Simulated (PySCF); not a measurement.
# Dipole response of V⁻ (vanadium, charge -1)

[Ar] 3d4 4s2, high-spin 5D determinant. Calculation: PySCF 2.14, in aug-cc-pVTZ; no relativity, point nucleus. Coupled (time-dependent) response in atomic units; α is the mean over directions.

```csv
method,mean α (bohr³),"α xx, yy, zz",C₆ (like pair),S(−4)
wB97X-V,479.3,"488.1, 488.1, 461.9",10060,190300
```

S(−4) is the Cauchy moment in α(ω) = α(0) + S(−4) ω² + …

α(iu) at wB97X-V:

| u (hartree) | α(iu) (bohr³) |
| --- | --- |
| 0 | 479.3 |
| 0.0500 | 267.5 |
| 0.100 | 131.6 |
| 0.200 | 50.45 |
| 0.300 | 27.81 |
| 0.500 | 13.33 |
| 0.750 | 7.499 |
| 1.00 | 4.990 |
| 1.50 | 2.799 |
| 2.00 | 1.836 |
| 3.00 | 0.9826 |
| 5.00 | 0.4234 |

A single London oscillator, α(iu) = α/(1 + u²/ω²), gives C₆ = (3/4) ω α². Matching the computed C₆ needs ω = 4 × 10060 / (3 × 479.3²) = 0.0584 hartree.

For an ion, C₆ is the dispersion term alone; charge-induced terms of lower order in 1/R come first.

The components differ because the open shell of this determinant is not spherical; for a pure term their mean is the scalar polarisability.
